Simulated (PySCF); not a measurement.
# H₂ZrO + HCl → ZrHCl + H₂O

Level: PBE0 in the def2-TZVP basis family, computed in PySCF with density fitting; scalar-relativistic core potentials for atoms from Rb on, none lighter, no spin–orbit coupling; open shells unrestricted.

```tsv
species	state and structure	E (Eh)	ZPE (kJ/mol)	H(298 K) − H(0) (kJ/mol)	S° (J/(mol K))
H₂ZrO	singlet, Cs, Zr–H 1.871 Å (×2), Zr–O 1.722 Å; H–Zr–H 111.8°, H–Zr–O 105.4° (×2)	-123.40365	34.8	11.8	263.7
HCl	singlet, C∞v, H–Cl 1.279 Å	-460.66440	17.9	8.7	186.6
ZrHCl	triplet, Cs, Zr–Cl 2.345 Å, Zr–H 1.872 Å; Cl–Zr–H 129.5°	-507.67546	14.3	11.7	279.8
H₂O	singlet, C2v, O–H 0.960 Å (×2); H–O–H 105.1°	-76.37736	56.5	9.9	188.7
```

What is the electronic reaction energy?

At PBE0/def2-TZVP, ΔE = 40.0 kJ/mol from the differences of the total energies times 2625.5, uphill. 

Add zero-point, thermal and entropy terms for 298.15 K and 1 bar.

ΔZPE = 18.1 and Δ[H(298) − H(0)] = 1.1 kJ/mol give ΔH° = 59.2 kJ/mol. ΔS° = 18.2 J/(mol K), so ΔG° = 59.2 − 298.15 × (0.0182) = 54 kJ/mol and log₁₀K = -9.4.

Open d or f shells are single determinants, so the state found may not be the ground state. Each species is the lowest minimum found with this bonding; other isomers or fragments can lie lower.
